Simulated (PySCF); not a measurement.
All of these have the formula C5H8O2. Method used: TDDFT CAM-B3LYP/def2-SVPD, vertical, gas phase, core orbitals frozen in the response in PySCF 2.14.0, density-fitted response routines. Geometries: PBE0-D3(BJ)/def2-SVP; one conformer of each isolated species. Triplets are in the Tamm–Dancoff approximation.

A. `C1CCCC(=O)O1`
B. `CO/C=C\CC=O`
C. `C/C=C(\C)C(=O)O`
D. `C=C[C@H](C)C(=O)O`

Lowest singlet levels (six at most, fewer where fewer were computed) with oscillator strengths:

1. 235 nm (f 0.000); 206 nm (f 0.426); 176 nm (f 0.000); 168 nm (f 0.054); 164 nm (f 0.000); 160 nm (f 0.002); T1 3.70 eV
2. 214 nm (f 0.014); 175 nm (f 0.269); 167 nm (f 0.004); 160 nm (f 0.108); 158 nm (f 0.098); 157 nm (f 0.009); T1 4.32 eV
3. 219 nm (f 0.001); 164 nm (f 0.036); 161 nm (f 0.082); 154 nm (f 0.007); 148 nm (f 0.040); 147 nm (f 0.030); T1 5.16 eV
4. 290 nm (f 0.006); 212 nm (f 0.156); 196 nm (f 0.021); 188 nm (f 0.198); 177 nm (f 0.045); 172 nm (f 0.050)

**Question.** Which spectrum belongs to which structure?

**Answer.** 1 = C, 2 = D, 3 = A, 4 = B.
- A: S1 at 5.66 eV, HOMO→LUMO+1 (45%), HOMO→LUMO (40%); Löwdin shares by element: HOMO oxygen 69%, carbon 20% or more; LUMO carbon 43% or more (atoms not listed hold the other 57%); HOMO -9.24 and LUMO 0.86 eV.
- B: S1 at 4.27 eV, HOMO-1→LUMO (50%), HOMO→LUMO (38%); Löwdin shares by element: HOMO carbon 44% or more, oxygen 31% (atoms not listed hold the other 24%); LUMO carbon 48% or more, oxygen 27% or more (atoms not listed hold the other 24%); HOMO -7.98 and LUMO 0.46 eV.
- C: S1 at 5.28 eV, HOMO-1→LUMO (92%); Löwdin shares by element: HOMO carbon 76% or more (atoms not listed hold the other 24%); LUMO carbon 61% or more, oxygen 16% or more (atoms not listed hold the other 23%); HOMO -8.82 and LUMO -0.03 eV.
- D: S1 at 5.79 eV, HOMO-1→LUMO (38%), HOMO→LUMO (30%), HOMO-1→LUMO+3 (15%); Löwdin shares by element: HOMO carbon 69% or more, oxygen 12% or more (atoms not listed hold the other 20%); LUMO carbon 56% or more, oxygen 14% or more (atoms not listed hold the other 31%); HOMO -9.07 and LUMO 0.62 eV.
A and D have S1 within 0.14 eV of each other; their strongest listed levels stand at 7.72 eV (f 0.082) and 7.07 eV (f 0.269).
